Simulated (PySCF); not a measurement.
**Vibration and rotation of AsH**

UHF-CCSD(T) constants of AsH, ³Σ⁻ (triplet), unpaired electrons π ↑↑ (As def2-TZVPP, H def2-TZVPP; no relativity (PySCF 2.14); masses 74.9216 and 1.0078 u):

| Property | Result |
| --- | --- |
| ωe | 2155.8 cm⁻¹ |
| ωexe | 36.1 cm⁻¹ |
| Be | 7.2686 cm⁻¹ |
| αe | 0.203 cm⁻¹ |
| D (centrifugal) | 0.000331 cm⁻¹ |
| De to As + H | 2.82 eV |

Problem. Give the vibrational terms G(v) and spacings up to v = 6.

Solution. G(v) = ωe(v+½) − ωexe(v+½)².

```
v  G(v) (cm⁻¹)  G(v) − G(v−1)  Bv (cm⁻¹)
0         1069                     7.167
1         3152           2084      6.964
2         5164           2011      6.761
3         7103           1939      6.558
4         8970           1867      6.355
5        10765           1795      6.152
6        12487           1723      5.949
```

Problem. How well does the Morse estimate ωe²/(4ωexe) reproduce De, and what is D0?

Solution. It gives 3.99 eV, 142 % of the computed De. D0 = De − G(0) = 2.82 − 0.13 = 2.69 eV.

Correlated steps freeze 9 core orbitals. Spin–orbit coupling is left out. The state is the lowest determinant that a PBE0 search found; another state may lie lower at other levels.
